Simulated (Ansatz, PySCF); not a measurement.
System: SnBr₂ (charge 0, singlet). 
Coordinates optimised at B3LYP-D3(BJ)/def2-TZVP (Ansatz, a first-principles code):
```xyz
3

Sn     0.0111    -0.0013     0.9566
Br     0.9780     1.6801    -0.6925
Br    -0.9940    -1.6782    -0.6740
```

Wanted: atomisation energy (electronic, to ground-state atoms), in kcal/mol. Cores are frozen in the correlated levels unless marked. Open shells are spin-unrestricted. No spin-orbit coupling. The frozen core is the preceding noble-gas configuration, with the filled d and f shells of earlier blocks. Past Kr the def2 sets carry scalar-relativistic core potentials. The coupled-cluster limit lacks core correlation, which all-electron functionals hold. CBS(X,Y): correlation extrapolated as X^-3; Hartree-Fock from the larger set. [CCSD(T)-MP2]/basis is that difference in the basis named.

| level | program | atomisation energy (kcal/mol) |
|---|---|---|
| HF-D4/def2-TZVPD | PySCF + dftd4 | 118.3 |

**Question.** What does RI-MP2/CBS(def2-TZVPPD,def2-QZVPPD)+[CCSD(T)-MP2]/def2-TZVPPD (Ansatz) give?

**Answer.** 165.4 kcal/mol, so HF-D4/def2-TZVPD differs from it by -47.1 kcal/mol.
